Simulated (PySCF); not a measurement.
Compound: C6H9O (doublet state).
Z-matrix (Å and degrees, GFN2-xTB geometry), rows numbered from 1:
```
C 
C   1  1.4731
C   2  1.4826  1  124.92
C   3  1.5364  2  104.34  1  -165.36
C   4  1.5285  3  104.61  2   -26.47
C   2  1.4271  1  124.02  3   178.02
O   6  1.2263  2  126.67  1     1.31
H   1  1.0917  2  110.99  3    53.59
H   1  1.0877  2  109.45  3   174.88
H   1  1.0933  2  110.90  3   -64.99
H   3  1.0923  2  112.54  1   -42.34
H   3  1.0976  2  109.67  1    76.35
H   4  1.0888  3  112.37  2  -149.06
H   4  1.0909  3  109.32  2    90.89
H   5  1.0887  4  113.64  3   148.45
H   5  1.0927  4  111.35  3   -89.66
```

The hyperfine couplings belong to this conformer and change with its torsions.

The species is `C[C]1CCCC1=O` [radical].

Computed, not measured: UKS B3LYP, pcH-1 on C H O, non-relativistic, mean-field spin-orbit, GIAO in PySCF 2.14.0. Isolated species at its GFN2-xTB geometry (one conformer only). A GFN2-xTB geometry isn't a minimum of the functional, and hyperfine couplings can be far from their values at a DFT geometry. Stability of the SCF solution: not tested.

**Question.** What is the g tensor, term by term?

**Answer.** 
```csv
Δg (ppt),1,2,3
relativistic mass correction,-0.19,-0.19,-0.19
gauge correction,-0.01,0.03,0.03
orbital Zeeman/spin–orbit,-0.01,1.92,5.44
total,-0.21,1.77,5.28
```

So g = 2.00211, 2.00409, 2.00760 and g_iso = 2.00460; the tensor is rhombic: the two nearest values differ by 36 % of g3 − g1. Axes: g2 points within 8° of the C1–C2 bond and g3 points within 14° of the C6–O7 bond.

**Question.** How much does each term add to the isotropic shift?

**Answer.** The orbital-Zeeman/spin–orbit term 2.45, the mass correction -0.19 and the gauge correction 0.02 ppt, for a total of 2.28 ppt. The orbital-Zeeman/spin–orbit term is the largest in size. The mass correction is the same along every axis, so the anisotropy comes from the other two: their spans along these axes are 0.04 (gauge) and 5.45 ppt (orbital Zeeman/spin–orbit).

**Question.** What effective moment and Curie constant follow for a powder?

**Answer.** With the mean of g² = 4.0184 and S(S+1) = 0.75: μ_eff = √(⟨g²⟩S(S+1)) = 1.736 μB and χT = 0.12505·⟨g²⟩·S(S+1) = 0.377 cm³ K/mol (cgs; spin-Hamiltonian part alone).

**Question.** In a frozen sample, at which fields do the three g values resonate at 9.5, 34, 94 and 263 GHz (hyperfine left aside), and which band first spreads them over more than twice a line width of 0.3 mT?

**Answer.** 
```tsv
band	GHz	B(g3) mT	B(g2) mT	B(g1) mT	spread mT
X	9.5	338.09	338.68	339.02	0.93
Q	34.0	1210.01	1212.14	1213.33	3.32
W	94.0	3345.33	3351.20	3354.51	9.18
J	263.0	9359.80	9376.22	9385.48	25.68
```

The spread grows in proportion to the frequency. X band is the first where it exceeds 0.6 mT.

Largest spin populations (Mulliken): C2 (+0.76), O7 (+0.29), C6 (-0.08) and C3 (-0.07). The positive populations add up to 1.21 and the negative ones to -0.21, together 2S = 1. The angles at C2 add up to 360.0°, so it is planar.

The HOMO–LUMO gaps are 6.71 eV among the α and 3.52 eV among the β orbitals.
